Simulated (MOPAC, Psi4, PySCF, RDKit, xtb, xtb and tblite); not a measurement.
Two geometries of C₂H₆BNSi, SMILES B[SiH2]CC#N, singlet, relaxed at GFN2-xTB with one dihedral held; other torsions can differ between them too.

Structure A

```
11

B     -1.8343     0.4179     0.3807
Si    -0.5434    -0.7697    -0.4843
C      1.2319    -0.3145     0.1714
C      1.1450     0.1878     1.5006
N      1.0241     0.5923     2.5658
H     -1.8384     1.5684     0.1695
H     -2.6326     0.0163     1.1335
H     -0.6539    -2.2176    -0.2251
H     -0.3890    -0.6748    -1.9487
H      1.8880    -1.1840     0.1553
H      1.6730     0.4573    -0.4608
```

Structure B

```
11

B     -1.8683     0.3894     0.4086
Si    -0.5452    -0.7880    -0.4228
C      1.2429    -0.3086     0.1638
C      1.4546    -0.7546     1.4995
N      1.5804    -1.1207     2.5777
H     -1.7182     1.5496     0.4355
H     -2.8560    -0.0233     0.8776
H     -0.6310    -2.2397    -0.1971
H     -0.4500    -0.6358    -1.8903
H      1.9882    -0.7753    -0.4807
H      1.3834     0.7721     0.1224
```

Task: Which is lower in energy at the level DF-MP2 (frozen core)/cc-pVTZ // GFN2-xTB run with Psi4, and by how much?

Result: B is lower, by 0.38 kcal/mol (dihedral B1–Si2–C3–C4: 30° in A, 75° in B).

E(B) − E(A) in kcal/mol at the other levels, on the same two geometries: GFN2-xTB (xtb and tblite) 0.13; B3LYP/def2-TZVP // GFN2-xTB (Psi4) -0.78; B3LYP-D3(BJ)/def2-TZVP // GFN2-xTB (Psi4) -0.51; PBE/def2-TZVP // GFN2-xTB (Psi4) -0.80; PBE-D3(BJ)/def2-TZVP // GFN2-xTB (Psi4) -0.65; M06-2X/def2-TZVP // GFN2-xTB (Psi4) -0.38; HF/cc-pVTZ // GFN2-xTB (Psi4) -0.66; UFF // GFN2-xTB (RDKit) -1.74; PM7, restricted, heats of formation // GFN2-xTB (MOPAC) -0.61; AM1, restricted, heats of formation // GFN2-xTB (MOPAC) -1.13; GFN1-xTB // GFN2-xTB (xtb) -0.09; restricted B3LYP/6-31G*, spherical d // GFN2-xTB (PySCF) -0.61; restricted B3LYP/3-21G // GFN2-xTB (PySCF) -0.81; restricted B3LYP/LANL2DZ, with its core potentials past Ne // GFN2-xTB (PySCF) -1.05; restricted Hartree-Fock/3-21G // GFN2-xTB (PySCF) -0.73.
